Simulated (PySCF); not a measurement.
Pyruvic aldehyde dimethyl acetal, C₅H₁₀O₃.
Atom-mapped SMILES: `[CH3:1][O:2][CH:3]([O:4][CH3:5])[C:6]([CH3:7])=[O:8]` (hydrogens: H9, H10, H11 on C1; H12 on C3; H13, H14, H15 on C5; H16, H17, H18 on C7)

Computed by this run: PBE0-D3(BJ)/def2-SVP geometry optimisation, gas phase in PySCF 2.14.0; density fitting, grid level 2; the optimiser is geomeTRIC in internal coordinates, started from a GFN2-xTB structure.

Step 0: E = -11467.2732 eV
```
atom  x, y, z in Å  |  force x, y, z in eV/Å
C1     -1.7260    1.7115   -0.2193    0.687  -0.181  -0.023
O2     -0.3517    1.3954   -0.3409   -0.094  -0.554  -0.096
C3     -0.1087    0.1037   -0.7747   -0.176   0.013   0.276
O4     -0.5466   -0.8209    0.2094    0.224   0.378  -0.329
C5     -0.7335   -2.1313   -0.2690    0.076   0.584   0.217
C6      1.4068   -0.0996   -0.9641   -0.425   0.259   0.250
C7      2.2434    0.5697    0.0739    0.065  -0.157  -0.292
O8      1.8238   -0.8127   -1.8400    0.007  -0.144  -0.162
H9     -2.2322    1.6175   -1.1870   -0.185  -0.002  -0.256
H10    -1.7678    2.7441    0.1187   -0.125   0.339   0.095
H11    -2.2129    1.0609    0.5108   -0.162  -0.157   0.183
H12    -0.6343   -0.1100   -1.7298    0.036  -0.040  -0.098
H13     0.1938   -2.5505   -0.6713    0.224  -0.196  -0.136
H14    -1.0595   -2.7169    0.5879   -0.121  -0.304   0.199
H15    -1.5029   -2.1590   -1.0498   -0.217  -0.075  -0.237
H16     1.9027    0.2422    1.0542   -0.126  -0.077   0.409
H17     2.0746    1.6427    0.0149   -0.044   0.417   0.055
H18     3.2941    0.3334   -0.0685    0.355  -0.104  -0.056
```

Step 1: E = -11467.3001 eV
```
atom  x, y, z in Å  |  force x, y, z in eV/Å
C1     -1.7472    1.6609   -0.1881   -0.032   0.185  -0.051
O2     -0.3807    1.3567   -0.2732    0.104   0.054  -0.081
C3     -0.0940    0.1088   -0.7556    0.042  -0.135   0.014
O4     -0.4759   -0.8518    0.1957   -0.115   0.041   0.032
C5     -0.7646   -2.1287   -0.2989   -0.063  -0.099   0.071
C6      1.4152   -0.0568   -0.9430    0.013  -0.207  -0.046
C7      2.2979    0.6166    0.0601   -0.037   0.077   0.046
O8      1.8167   -0.8106   -1.7991   -0.025   0.086   0.008
H9     -2.2505    1.5203   -1.1651    0.020  -0.020   0.048
H10    -1.8144    2.7236    0.0877   -0.068  -0.076   0.018
H11    -2.2662    1.0525    0.5704    0.054  -0.037  -0.003
H12    -0.6001   -0.1039   -1.7259    0.016   0.038   0.033
H13     0.1297   -2.6493   -0.6869   -0.004   0.057  -0.014
H14    -1.1744   -2.7057    0.5439    0.034  -0.021  -0.074
H15    -1.5229   -2.0966   -1.1059    0.039   0.031   0.015
H16     1.8956    0.4444    1.0701    0.032  -0.003  -0.009
H17     2.2761    1.7049   -0.1033    0.002   0.008   0.004
H18     3.3227    0.2350   -0.0274   -0.012   0.020  -0.013
```

Step 2: E = -11467.3106 eV
```
atom  x, y, z in Å  |  force x, y, z in eV/Å
C1     -1.7255    1.6616   -0.1861   -0.055  -0.028   0.032
O2     -0.3593    1.3576   -0.2895    0.062   0.064  -0.049
C3     -0.0900    0.0962   -0.7499   -0.009  -0.138  -0.011
O4     -0.4981   -0.8517    0.2048   -0.088   0.081   0.055
C5     -0.7811   -2.1258   -0.3021    0.028  -0.038  -0.042
C6      1.4175   -0.0820   -0.9326   -0.003   0.033  -0.020
C7      2.2861    0.6287    0.0597    0.052  -0.019  -0.008
O8      1.8253   -0.8325   -1.7876   -0.013   0.042   0.073
H9     -2.2447    1.5012   -1.1500    0.004   0.002  -0.001
H10    -1.8109    2.7215    0.0877    0.026  -0.013   0.008
H11    -2.2158    1.0458    0.5852   -0.013   0.001  -0.009
H12    -0.5934   -0.1169   -1.7199   -0.007   0.020  -0.014
H13     0.1219   -2.6282   -0.6919   -0.009  -0.008  -0.013
H14    -1.1959   -2.7245    0.5206    0.018   0.018   0.004
H15    -1.5256   -2.0790   -1.1195   -0.007  -0.006   0.002
H16     1.8950    0.4627    1.0746    0.014  -0.009   0.000
H17     2.2384    1.7137   -0.1203   -0.017  -0.015  -0.007
H18     3.3193    0.2719   -0.0276    0.016   0.011   0.001
```

Problem. Estimate the geometry and energy of step 3. (The exact step hangs on the optimiser's Hessian estimate; all steps are aligned on step 2, rigid shifts and turns removed.)

Solution. E = -11467.3124 eV, largest force 0.123 eV/Å
```
atom  x, y, z in Å  |  force x, y, z in eV/Å
C1     -1.7300    1.6570   -0.1888   -0.024  -0.051   0.049
O2     -0.3617    1.3606   -0.3006    0.000   0.053  -0.007
C3     -0.0946    0.0931   -0.7474    0.046  -0.017   0.112
O4     -0.5249   -0.8449    0.2072   -0.033   0.043  -0.016
C5     -0.7917   -2.1215   -0.3054    0.036  -0.012  -0.032
C6      1.4161   -0.0849   -0.9135    0.023   0.037  -0.082
C7      2.3021    0.6309    0.0612   -0.074   0.006   0.022
O8      1.8228   -0.8366   -1.7665    0.035  -0.081  -0.028
H9     -2.2534    1.4960   -1.1496   -0.002   0.009  -0.018
H10    -1.8196    2.7138    0.0916    0.023   0.020   0.002
H11    -2.2114    1.0341    0.5823   -0.013   0.007  -0.011
H12    -0.5880   -0.1204   -1.7225    0.021  -0.001  -0.021
H13     0.1183   -2.6128   -0.6927   -0.003  -0.008  -0.005
H14    -1.2040   -2.7271    0.5122    0.001   0.005   0.024
H15    -1.5308   -2.0791   -1.1278   -0.017  -0.007   0.002
H16     1.9330    0.4685    1.0845    0.006  -0.001   0.017
H17     2.2454    1.7142   -0.1245   -0.015   0.004   0.006
H18     3.3356    0.2794   -0.0442   -0.010  -0.007  -0.015
```

The energy changes by -0.0018 eV. The first-order estimate −F·Δx gives -0.0059 eV and the mean of the old and new forces, exact on a quadratic surface, -0.0019 eV. The step makes an angle of 73° with the force vector and moves no atom by more than 0.040 Å.

What follows is the cost of the whole optimisation. On an Intel Xeon Platinum 8375C at 2.90 GHz with one thread, no GPU (shared host), this took 1.8 min wall and 0.77 GiB of memory at its peak.
